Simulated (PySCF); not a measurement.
C2H4Cl2Si2, SMILES [SiH3]C#C[SiH](Cl)Cl.

Coordinates come from a PBE0-D3(BJ)/def2-SVP optimisation. The structure was generated by enumeration, and PubChem lists no compound with its InChIKey, so it may never have been made.

Two levels are set side by side: TDDFT-PBE/def2-SVPD (PySCF) and TDDFT-M06-2X/def2-SVPD (PySCF). Vertical, same geometry. The lowest singlet is HOMO→LUMO+1 66 %, HOMO−1→LUMO 34 % with PBE and HOMO−1→LUMO 45 %, HOMO→LUMO+1 41 % with the other functional; states are paired by order. Differences are taken from unrounded values.

```
quantity                               TDDFT-M06-2X
-------------------------------------  ------------
lowest singlet excitation (eV)                 4.94
lowest triplet excitation (TDA) (eV)           4.62
first bright state (f over 0.05) (eV)          7.57
its oscillator strength                        0.97
```

Q: What does TDDFT-PBE give, and how far is it from TDDFT-M06-2X? (Estimate from the structure and the level; the computed values follow.)

A: 
```json
[
 {"quantity": "lowest singlet excitation (eV)", "TDDFT-PBE": "5.22", "TDDFT-PBE minus TDDFT-M06-2X": "0.28"},
 {"quantity": "lowest triplet excitation (TDA) (eV)", "TDDFT-PBE": "4.38", "TDDFT-PBE minus TDDFT-M06-2X": "-0.23"},
 {"quantity": "first bright state (f over 0.05) (eV)", "TDDFT-PBE": "6.14", "TDDFT-PBE minus TDDFT-M06-2X": "-1.42"},
 {"quantity": "its oscillator strength", "TDDFT-PBE": "0.12", "TDDFT-PBE minus TDDFT-M06-2X": "-0.85"}
]
```

Rough cost on one machine, each run with all the roots and properties that it gave: TDDFT-M06-2X against TDDFT-PBE about 20 times.
